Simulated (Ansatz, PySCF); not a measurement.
Gas-phase reaction in SMILES: O[Si](O)(O)[SiH3] -> [OH] (HO) + O[Si](O)[SiH3] (the O-Si bond at the site shown breaks; other sites are not compared here)
Structures are relaxed separately at B3LYP-D3(BJ)/def2-TZVP in Ansatz (a quantum-chemistry and plane-wave program), one conformer each, not searched for the lowest.

Property: bond dissociation energy (enthalpy at 298 K, with B3LYP-D3(BJ) rigid-rotor harmonic-oscillator terms from PySCF), in kcal/mol. Valence correlation only, unless marked. UHF or UKS for open shells. Spin-orbit coupling is left out. No relativistic terms. CBS marks a two-point X^-3 extrapolation of the correlation energy; Hartree-Fock from the larger set.

Level to compare with: CCSD(T)/CBS(aug-cc-pV(T+d)Z,aug-cc-pV(Q+d)Z) (Ansatz), 134.9 kcal/mol. It is a level with limits of its own, and the differences hold the functionals' basis error too.

**Question.** Rank these functionals by how close they come to CCSD(T)/CBS(aug-cc-pV(T+d)Z,aug-cc-pV(Q+d)Z), closest first: PBE0/def2-TZVPD (Ansatz); wB97M-V/def2-TZVPD (Ansatz); B3LYP/def2-TZVPD (Ansatz); LC-wPBE/def2-TZVPD (Ansatz).

**Answer.** wB97M-V/def2-TZVPD (range-separated hybrid meta-GGA with VV10, 132.4 kcal/mol, difference -2.5), LC-wPBE/def2-TZVPD (range-separated hybrid, 128.5 kcal/mol, difference -6.4), PBE0/def2-TZVPD (global hybrid, 125.7 kcal/mol, difference -9.2), B3LYP/def2-TZVPD (global hybrid, 124.5 kcal/mol, difference -10.4)
